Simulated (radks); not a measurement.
Values are calculated unless marked as measured or tabulated.
The nuclear charge of neutral fluorine is varied continuously with 9 electrons held in [He] 2s2 2p5. Code: a radial shooting solver on a logarithmic mesh with Libxc functionals. Model: non-relativistic Kohn-Sham, LDA (Slater exchange, Perdew-Wang correlation), spin-unpolarised, spherical densities, point nucleus. By the Hellmann-Feynman theorem dE/dZ = E(electron-nucleus)/Z, the electronic potential at the nucleus.

Z    E (hartree)  E(electron-nucleus)/Z (hartree)  HOMO  e(HOMO) (eV)  <r> HOMO (bohr)
8.5    -86.36663                         -24.5085    2p        -3.661            1.280
8.6    -88.83656                         -24.8899    2p        -5.019            1.239
8.7    -91.34459                         -25.2706    2p        -6.465            1.201
8.8    -93.89065                         -25.6506    2p        -7.996            1.166
8.9    -96.47470                         -26.0302    2p        -9.610            1.134
9      -99.09669                         -26.4094    2p       -11.305            1.104
9.1   -101.75657                         -26.7883    2p       -13.079            1.076
9.2   -104.45433                         -27.1668    2p       -14.931            1.050
9.3   -107.18992                         -27.5450    2p       -16.860            1.025
9.4   -109.96333                         -27.9231    2p       -18.864            1.002
9.5   -112.77453                         -28.3009    2p       -20.944           0.9796
9.6   -115.62350                         -28.6785    2p       -23.098           0.9585
9.7   -118.51022                         -29.0559    2p       -25.326           0.9384
9.8   -121.43467                         -29.4332    2p       -27.628           0.9193
9.9   -124.39685                         -29.8103    2p       -30.003           0.9010
10    -127.39673                         -30.1873    2p       -32.450           0.8835

The central difference of E at Z = 9 is -26.409 hartree, to compare with the third column; the second derivative is -3.79 hartree.
